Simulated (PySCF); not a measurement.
C2H2Cl, SMILES C(=[CH])Cl, multiplicity 2.

Coordinates come from a PBE0-D3(BJ)/def2-TZVP optimisation. The isomer is the one that the SMILES or the coordinates give; other isomers of the formula were not compared.

These are TDA-PBE/def2-SVPD (PySCF) values and carry that method's errors.

Vertical excitations. The molecule is in vacuum.

```csv
state,energy (eV),λ (nm),f,main pairs
root 1,2.31,536,0.001,β HOMO→LUMO 99 %
root 2,3.65,339,0.003,β HOMO−1→LUMO 99 %
root 3,4.52,274,0.000,"α HOMO−1→LUMO 46 %, β HOMO→LUMO+1 50 %"
root 4,4.81,258,0.002,"α HOMO→LUMO 81 %, β HOMO−2→LUMO 17 %"
root 5,5.13,242,0.001,"α HOMO→LUMO 17 %, β HOMO−2→LUMO 82 %"
root 6,6.07,204,0.002,"α HOMO→LUMO+1 74 %, α HOMO−1→LUMO 14 %, β HOMO→LUMO+1 10 %"
root 7,6.32,196,0.000,"α HOMO−2→LUMO 88 %, β HOMO−1→LUMO+1 11 %"
root 8,6.42,193,0.000,"α HOMO−1→LUMO+1 40 %, β HOMO→LUMO+2 57 %"
root 9,6.57,189,0.000,"α HOMO−2→LUMO 11 %, β HOMO−1→LUMO+1 88 %"
root 10,6.63,187,0.029,"α HOMO−1→LUMO 17 %, α HOMO→LUMO+2 17 %, α HOMO→LUMO+1 14 %, β HOMO−3→LUMO 26 %, β HOMO→LUMO+1 17 %"
```
Unrestricted roots are not spin-pure.
